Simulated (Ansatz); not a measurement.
`[F][In]([SH])[Br]` and `[OH][In]([F])[SH]` differ in one atom or group.

Ansatz, PBE0-D4/def2-TZVP geometries, multiplicity 1. Each molecule was computed in one conformer, which needn't be the lowest.

Elements past krypton have def2 core potentials. Scalar relativity is left out up to krypton.

```tsv
property	`[F][In]([SH])[Br]`
LUMO energy (B3LYP/def2-TZVPP) / eV	-2.89
HOMO energy (PBE/def2-TZVPP) / eV	-7.09
size of the dipole moment (B3LYP/def2-TZVPP) / D	2.47
HOMO–LUMO gap (PBE0/def2-TZVPP) / eV	5.75
LUMO energy (PBE0/def2-TZVPP) / eV	-2.59
HOMO energy (PBE0/def2-TZVPP) / eV	-8.34
```

(1) What does the change do to each property? (An estimate is asked.)

Results:

(1) The calculation gave: 
| property | `[OH][In]([F])[SH]` | shift |
| --- | --- | --- |
| LUMO energy (B3LYP/def2-TZVPP) / eV | -2.51 | 0.38 |
| HOMO energy (PBE/def2-TZVPP) / eV | -6.91 | 0.18 |
| size of the dipole moment (B3LYP/def2-TZVPP) / D | 0.73 | -1.74 |
| HOMO–LUMO gap (PBE0/def2-TZVPP) / eV | 6.03 | 0.28 |
| LUMO energy (PBE0/def2-TZVPP) / eV | -2.17 | 0.42 |
| HOMO energy (PBE0/def2-TZVPP) / eV | -8.20 | 0.14 |

With PBE0 the HOMO rises by 0.14 eV and the LUMO rises by 0.42 eV, so the gap widens by about 0.28 eV. PBE moves the HOMO by 0.18 eV and ωB97M-V by 0.13 eV. Dipoles are sizes alone; their direction can turn.

B3LYP here is the variant with VWN-RPA as its local correlation; programs differ in this.

Spin–orbit coupling is left out; it splits and shifts lone-pair levels of the heavy atoms by tenths of an eV.
